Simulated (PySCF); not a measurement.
# Spinor energies of Si²⁺ (silicon, charge +2)

Start: [Ne] 3s2. Calculated with PySCF 2.14 in x2c-TZVPPall-2c with one added diffuse shell each of s, p, d type (6s7p4d1f, 54 functions): generalised Hartree-Fock with the X2C-1e Hamiltonian and a Gaussian nucleus; spin-orbit coupling (SO) screened by Boettger's factors.

| spinor shell | electrons | ε, screened SO (eV) | weight of nominal j (screened SO) | rms radius, screened SO (bohr) |
| --- | --- | --- | --- | --- |
| 1s1/2 | 2 | -1899.0 | 1.000 | 0.129 |
| 2s1/2 | 2 | -189.77 | 1.000 | 0.611 |
| 2p1/2 | 2 | -137.65 | 1.000 | 0.597 |
| 2p3/2 | 4 | -136.95 | 1.000 | 0.599 |
| 3s1/2 | 2 | -32.229 | 1.000 | 2.12 |

| quantity | screened SO |
| --- | --- |
| E (hartree) | -288.59261 |
| M_J | 0 |
| ⟨J²⟩ | 0.000 |
| ⟨L²⟩ | 0.000 |
| ⟨S²⟩ | 0.000 |
